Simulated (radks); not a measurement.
Values are calculated unless marked as measured or tabulated.
Valence configurations of Eu+ (all share [Xe]). Level of theory: scalar-relativistic Kohn-Sham, PBEsol, spin-unpolarised, spherical densities, point nucleus (a radial shooting solver on a logarithmic mesh with Libxc functionals). Order these by energy: 4f6 6p2; 4f6 6s1 6p1; 4f7 6s0.5 6p0.5; 4f6 5d1 6s1; 4f5 5d2 6s1; 4f7 5d1; 4f7 6s1; 4f4.5 5d2 6s1 6p0.5; 4f6.5 6s1 6p0.5; 4f7 6p1.

Answer. From the lowest, in eV above it: 4f7 6s1 0.000; 4f7 5d1 1.544; 4f7 6s0.5 6p0.5 1.605; 4f6.5 6s1 6p0.5 2.708; 4f7 6p1 3.205; 4f6 5d1 6s1 3.955; 4f6 6s1 6p1 7.341; 4f6 6p2 11.186; 4f5 5d2 6s1 12.787; 4f4.5 5d2 6s1 6p0.5 21.672. NIST lists [Xe] 4f7 6s1 as the ground configuration; this level of theory agrees among the configurations tried. The energies are those of spherical spin-averaged densities, not of single terms.
